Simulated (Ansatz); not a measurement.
Relaxed structures of B$_{2}$SiH$_{5}$O (charge +1), singlet (PBE0-D4/def2-TZVP; forces vanish, vibrations not checked; lower isomers may exist, and structures with a doubtful reference or unclear bonds are left out; Å). Computed with Ansatz 0.2.0 (basis: def2-TZVPP); correlated methods freeze the cores.

Q: Rank them by CCSD(T) energy, lowest first, and give each one's height above the lowest. Links in brackets join atoms within 1.22 times the sum of their covalent radii (1.1 for two metals). (An estimate is asked for; the value comes from the calculation.)
A.
B₂SiH₅O ([BH2][O][SiH][BH2]), total charge +1
```
9
angstrom
B 1.2771 1.4799 -1.0053
B -1.5529 -0.9019 1.1944
O -0.4704 -0.6516 0.3735
Si 0.7613 -0.4157 -0.5590
H 0.7936 1.9827 -1.9679
H 2.0504 2.0350 -0.2934
H 1.4145 -1.6606 -1.0110
H -1.3315 -0.9687 2.3591
H -2.6070 -1.0213 0.6610
```
B.
B₂SiH₅O ([BH2][BH][O][SiH2]), total charge +1
```
9
angstrom
B 1.2051 1.2871 -0.9450
B 0.7437 -0.2650 -0.5519
O -0.3467 -0.5405 0.2726
Si -1.5470 -0.8847 1.1895
H 0.7770 1.8202 -1.9242
H 2.0048 1.8722 -0.2782
H 1.3122 -1.2400 -0.9471
H -1.2907 -0.9910 2.6310
H -2.8585 -1.0582 0.5534
```
C.
B₂SiH₅O ([BH2][BH][Si][OH2]), total charge +1
```
9
angstrom
B 1.1998 1.2129 -0.8054
B 0.6306 -0.2981 -0.7567
O -1.4153 -0.7836 1.1143
Si -1.2985 -0.8946 -0.7623
H 1.3688 1.7967 -1.8360
H 1.4492 1.7981 0.2121
H 1.4131 -1.2143 -0.7618
H -0.7533 -0.4858 1.7585
H -2.2364 -1.0364 1.5641
```

A: Computed: A (0.000 eV), B (0.333 eV), C (2.404 eV). Heights count from the lowest.

No T1 diagnostic of these runs exceeds 0.017. The restricted Hartree–Fock reference is unstable towards an unrestricted one at one or more of these structures.

For scale, one of the runs: CCSD(T)/def2-TZVPP, 205 basis functions, launched by `ansatz run in.yaml --threads 2 --pin off --events-out ev --progress --plain --max-ram 4352MiB`. Hardware: 2 CPU threads of an Intel Xeon Platinum 8259CL, shared host. Wall time 54 s; peak host memory 2.6 GiB.
